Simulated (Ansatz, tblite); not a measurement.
Forces on B5P5 at its r2SCAN-D4/def2-SVP geometry. The state is a singlet with charge 0.

The xTB rows come from tblite. The restricted singlet is unstable towards broken spin symmetry in Hartree–Fock (as tested in another run); at PBE0-D4/def2-TZVP this wasn't settled. Another isomer (singlet) lies 0.47 eV lower at PBE0-D4/def2-TZVP.

GFN1-xTB (tblite), largest force 1.98 eV/Å:

```xyz
10
positions Å, forces eV/Å
B    -0.026   -0.311    1.618    0.001   -0.216   -0.063
B    -0.289    0.327   -1.407    1.979    0.120   -0.003
B    -1.675   -0.622   -0.255   -0.281   -0.498    0.511
B     1.290    0.359   -1.020   -1.963    0.074   -0.288
B     1.503    0.435    0.753   -0.224   -0.141   -0.285
P     2.949    0.359   -0.465    1.165   -0.041   -0.006
P     1.095    0.803    2.484    0.195    0.395    0.728
P    -1.922    1.115   -1.049   -0.449   -0.031   -0.474
P    -1.504   -1.027   -2.059   -0.373    0.389   -0.282
P    -1.420   -1.438    1.399   -0.050   -0.051    0.161
```

GFN2-xTB (tblite), largest force 1.19 eV/Å:

```
B 0.173 -0.175 0.091
B 0.930 -0.064 -0.134
B -0.256 0.016 -0.420
B -1.090 0.142 0.457
B -0.205 -0.186 -0.229
P -0.232 -0.054 0.108
P -0.184 -0.205 -0.401
P 0.256 -0.832 -0.076
P 0.038 0.726 0.677
P 0.570 0.632 -0.074
```

PBE0-D4/def2-TZVP (Ansatz), largest force 0.65 eV/Å:

```
B -0.104 -0.007 0.049
B -0.063 0.002 0.097
B 0.059 -0.002 -0.167
B 0.200 -0.021 0.119
B 0.029 0.052 0.250
P -0.644 0.005 -0.066
P -0.092 -0.239 -0.495
P 0.311 -0.404 -0.061
P 0.045 0.344 0.387
P 0.260 0.271 -0.112
```
